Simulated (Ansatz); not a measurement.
A nudged elastic band was laid between two geometries of CH₃F₂Si (7 atoms, charge 1, multiplicity 1).

These are results of RKS PBE-D4/def2-SVP (Ansatz 0.2.0), not measurements.

| Quantity | Value |
| --- | --- |
| movable images | 9 |
| climbing image | yes |
| spring | 5.0 eV/Å² |
| optimiser | quadratic models (default) |
| start path | through a guess of the saddle point |
| force threshold | 0.05 eV/Å |
| iteration limit | 60 |
| end points | relaxed |

First end point:

```xyz
7
Properties=species:S:1:pos:R:3
C -0.327 0.781 -0.205
Si 0.369 -0.835 0.238
F 1.571 -1.031 1.246
F -0.175 -2.196 -0.355
H -0.232 0.914 -1.307
H 0.205 1.589 0.337
H -1.411 0.779 0.047
```

Last end point:

```xyz
7
Properties=species:S:1:pos:R:3
C -0.321 0.778 -0.225
Si 0.370 -0.835 0.238
F 1.887 -1.233 0.045
F -0.500 -1.989 0.879
H 0.475 1.432 -0.637
H -0.786 1.233 0.678
H -1.126 0.615 -0.977
```

(1) Which bonds break or form, and what moves?

(2) Give the energies along the band, and the barrier.

Results:

(1) No bond is made or broken. The dihedral H6–C1–Si2–F3 goes from -1 to -123°. The two ends are copies of one structure, up to a mirror image or an exchange of like atoms.

(2) It converged. The highest image is number 10 of 0 to 10, 0.000 eV above the ends, which have the same energy within 2 meV. The highest image is an end point: on this band no image between the ends rises above it. Limits of this set-up: the dipole of an ion depends on the origin.

```tsv
image	path coordinate (Å)	energy (eV)	dihedral H6–C1–Si2–F3 (°)
0	0.00	0.000	-1
1	0.28	0.000	-12
2	0.56	0.000	-24
3	0.83	0.000	-36
4	1.11	0.000	-48
5	1.39	0.000	-60
6	1.67	0.000	-73
7	1.95	0.000	-85
8	2.21	0.000	-98
9	2.48	0.000	-110
10	2.75	0.000	-123
```

The run took 120 s on 1 thread of Arm Neoverse V1, on a shared host, peak memory 0.13 GiB.
